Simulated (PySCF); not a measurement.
# Computed vibrations of [Ce(H2S)2]3+

[Ce(H2S)2]3+ (singlet in the valence; each metal's 4f electrons, 1 of them, lie in its core potential, out of spins and levels). PySCF 2.14.0, RKS PBE0, Ce lcecp-1-SVP with ECP47, S def2-SVP, H def2-SVP; non-relativistic Hamiltonian with scalar-relativistic core potentials where named; density fitting; no spin-orbit coupling. Central differences of gradients.

```xyz
7

Ce    0.5857    0.0000    0.0000
S    -1.2111    0.1354    2.3049
H    -0.4692    0.2025    3.4544
H    -1.7609    1.3870    2.3856
S    -1.2111   -0.1354   -2.3049
H    -0.4692   -0.2025   -3.4544
H    -1.7609   -1.3870   -2.3856
```

Run from Python with OMP_NUM_THREADS=2. Where DIIS fails, smearing, a level shift and second-order steps follow.
It took 47 s on 2 threads of Arm Neoverse V2, on a shared host.

What are the harmonic wavenumbers and infrared intensities?

Modes are labelled in C2; negative numbers are unstable modes, those under 60 cm⁻¹ near the noise; a finer grid moves soft modes by up to 10 cm⁻¹.
| cm⁻¹ | km/mol | symmetry |
| --- | --- | --- |
| -49 | – | b |
| 17 | 3.4 | a |
| 70 | 26.8 | a |
| 206 | 9.3 | a |
| 212 | 28.5 | b |
| 405 | 60.4 | b |
| 407 | 76.7 | a |
| 505 | 0.0 | b |
| 510 | 0.0 | a |
| 1128 | 1.4 | a |
| 1129 | 23.1 | b |
| 2571 | 646.5 | b |
| 2577 | 3.5 | a |
| 2597 | 145.7 | a |
| 2597 | 211.9 | b |

Is this a minimum?

Probably not: 1 unstable, though so soft as to be near the noise; the lowest moves the atoms so:
```
Ce   0.00 -0.01  0.00
S    0.01  0.01  0.01
H    0.02  0.51 -0.03
H   -0.38 -0.15 -0.28
S   -0.01  0.01  0.01
H   -0.02  0.51 -0.03
H    0.38 -0.15 -0.28
```

An lcecp potential fixes the number of 4f electrons, so in runs with it no electron can move into or out of that shell.
